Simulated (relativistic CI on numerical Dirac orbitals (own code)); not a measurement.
How well does a small relativistic CI reproduce Ce3+?

Computed by Dirac-Coulomb-Breit CI, KLI orbitals optimised for each configuration, a model potential for QED, valence Slater integrals scaled by 0.85, P86 correlation energy added to each configuration (own radial code, finite nucleus).

Configurations in the expansion (outside the closed core [Kr] 4d10 5s2): 4f5p⁶, 5p⁶5d, 5p⁶6s, 4f5p⁵5d, 5p⁶6p, 5p⁶6d, 4f²5p⁵, 5p⁶7s, 5p⁶7p, 5p⁶5f, 4f5p⁵5f, 5p⁶6f, 5p⁶7d, 4f5p⁵5g. Double excitations out of closed p, d and f shells are left out; levels of such configurations are missing from the list, as are those of other unlisted configurations, and high levels can miss mixing partners.

```tsv
Configuration	Term (tabulated)	J	Measured (cm⁻¹)	Computed	Error	Purity (%)
4f5p⁶	2F°	5/2	0.0	0	0	100
4f5p⁶	2F°	7/2	2253.0	2098	-155	100
5p⁶5d	2D	3/2	49737.0	45305	-4432	99
5p⁶5d	2D	5/2	52226.0	47537	-4689	99
5p⁶6s	2S	1/2	86602.0	86862	260	100
5p⁶6p	2P°	1/2	122585.0	122139	-446	100
5p⁶6p	2P°	3/2	127292.0	126347	-945	100
5p⁶6d	2D	3/2	178913.0	174392	-4521	59
5p⁶7s	2S	1/2	183502.0	180856	-2646	94
5p⁶7d	2D	3/2	221661.0	220430	-1231	97
5p⁶7d	2D	5/2	221838.0	220801	-1037	98
```

Measured levels from Martin, Zalubas and Hagan, Atomic Energy Levels: The Rare-Earth Elements, NSRDS-NBS 60 (1978); pairs were made by configuration, J and term (by order where the table uses no LS term), so strongly mixed levels may be paired wrongly.

Mean error by configuration (cm⁻¹): 4f5p⁶ -155; 5p⁶5d -4560; 5p⁶6s 260; 5p⁶6p -696; 5p⁶6d -4521; 5p⁶7s -2646; 5p⁶7d -1134. Over the excited levels the mean absolute error is 2036 cm⁻¹ (10 of the 12 excited levels that our extract of the source holds in range could be paired, and the others can miss by more), and the median relative error of those above 1,000 cm⁻¹ is 1.1 %.
